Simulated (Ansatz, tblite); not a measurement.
Cost and result up the ladder for (ZnSe)2 ring (Zn₂Se₂) (4 atoms). Total charge 0; singlet. Geometry: r2SCAN-D4/def2-SVP.

```xyz
4

Zn   -0.8073    0.2393   -0.8670
Se    1.4321    0.9081   -1.0829
Zn    0.8073   -0.2394    0.8669
Se   -1.4321   -0.9080    1.0830
```

Ansatz on 4 threads of Arm Neoverse V1 on a shared host; xTB runs through tblite on one thread. Times are rough, summed over both states, and most runs start from the orbitals of an earlier one. PBE0-D4/def2-TZVP serves as the yardstick here, not as an exact answer. The other state is a triplet.

The xTB rows come from tblite.

xTB has no spin-polarisation term.

```json
{"level": "PBE0-D4/def2-TZVP (with forces)", "functions": "192", "vertical triplet (eV)": "2.06", "difference from PBE0-D4/def2-TZVP (eV)": "0.00"}
{"level": "r2SCAN-D4/def2-TZVP", "functions": "192", "vertical triplet (eV)": "1.80", "difference from PBE0-D4/def2-TZVP (eV)": "-0.26"}
{"level": "GFN2-xTB", "functions": "26", "vertical triplet (eV)": "2.39", "difference from PBE0-D4/def2-TZVP (eV)": "0.33"}
{"level": "GFN1-xTB", "functions": "26", "vertical triplet (eV)": "2.62", "difference from PBE0-D4/def2-TZVP (eV)": "0.56"}
{"level": "PBE-D4/def2-TZVP", "functions": "192", "vertical triplet (eV)": "1.76", "difference from PBE0-D4/def2-TZVP (eV)": "-0.30"}
```

Estimate how long each takes.

GFN1-xTB 0.005 s; GFN2-xTB 0.006 s; PBE-D4/def2-TZVP 9.4 s; PBE0-D4/def2-TZVP (with forces) 22 s; r2SCAN-D4/def2-TZVP 26 s. On shared hardware such times vary by a factor of up to 3.
